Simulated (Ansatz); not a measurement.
Basis-set series for BrH$_{3}$Sn (`[Br][SnH3]`). Total charge 0; spin multiplicity 1. Sn: def2 effective core potential. All single points use the PBE0-D4/def2-TZVP geometry.

```csv
functional,basis,functions,energy (Eh),HOMO (eV),LUMO (eV)
PBE0-D4,def2-TZVPP,140,-2789.98918,-8.16,-1.08
PBE0-D4,def2-QZVPP,261,-2790.04419,-8.18,-1.14
ωB97M-V,def2-TZVPP,140,-2790.07758,-10.36,0.60
ωB97M-V,def2-QZVPP,261,-2790.13082,-10.38,0.40
```

Question: Give the rows for def2-SVP. (Estimate.)

Answer: Ansatz gave: 
```tsv
functional	basis	functions	energy (Eh)	HOMO (eV)	LUMO (eV)
PBE0-D4	def2-SVP	73	-2789.66444	-8.01	-0.88
ωB97M-V	def2-SVP	73	-2789.75206	-10.18	0.97
```

Positive LUMOs are unbound and depend on the basis. Scalar relativity is left out up to krypton.
